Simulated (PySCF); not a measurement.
# From computed data to an observable: oscillator strength and radiative lifetime

C5H8Si, SMILES C#C[C@@H]1C[C@@H]1[SiH3].

Geometry: ωB97X-D3(BJ)/def2-SVP. The structure was generated by enumeration; whether it is a known compound was not checked.

TDA-PBE/def2-SVPD run with PySCF puts the first singlet state with f over 0.02 at 6.55 eV (vertical), with the transition dipole (-0.385, -0.126, -0.155) in atomic units.

**Question.** Find the oscillator strength, the wavelength and the radiative lifetime that this transition would have in vacuum if emission retraced absorption.

**Answer.** 
|μ|² = 0.1881 au, so |μ| = 1.10 D. ΔE = 6.55/27.211 = 0.2407 hartree. f = (2/3) ΔE |μ|² = 0.030 (the program prints 0.030).
λ = 1239.84/6.55 = 189 nm; ν = 52829 cm⁻¹.
Einstein's coefficient A = 0.6670 ν² f s⁻¹ (ν in cm⁻¹) = 5.6e7 s⁻¹, so τ = 1/A = 18 ns. This state is S5; the lower singlets have f = 0.003, 0.002, 0.012, 0.002. The figure is the radiative limit of this one transition; relaxation, internal conversion, crossing to triplets and a medium change what is measured.
